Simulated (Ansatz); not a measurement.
CdH2S (SMILES [SH][CdH]) moved off its minimum; all values from Ansatz (a quantum-chemistry and plane-wave program), cores frozen in correlated methods. Elements past Kr take the def2 small-core potentials, without spin–orbit coupling.
(charge 0, multiplicity 1)
```xyz
4

Cd    -0.34892    -0.22833    -0.31488
H     -1.37012    -0.76599    -1.60424
S      1.02090     0.67812     1.24092
H      0.95221    -0.41153     2.03927
```

Forces at MP2/def2-TZVPPD (eV/Å):

```tsv
atom	Fx	Fy	Fz
Cd1	-1.166	-0.544	-1.538
H2	0.618	0.255	0.848
S3	0.499	-0.064	0.904
H4	0.049	0.353	-0.214
```

### Question
Give the forces (eV/Å), the total energy and the dipole at CCSD(T)/def2-TZVPPD.

### Answer

```tsv
atom	Fx	Fy	Fz
Cd1	-1.207	-0.594	-1.563
H2	0.437	0.162	0.616
S3	0.721	0.188	1.067
H4	0.050	0.244	-0.120
```
Energy -566.2394 hartree, dipole 1.28 D.
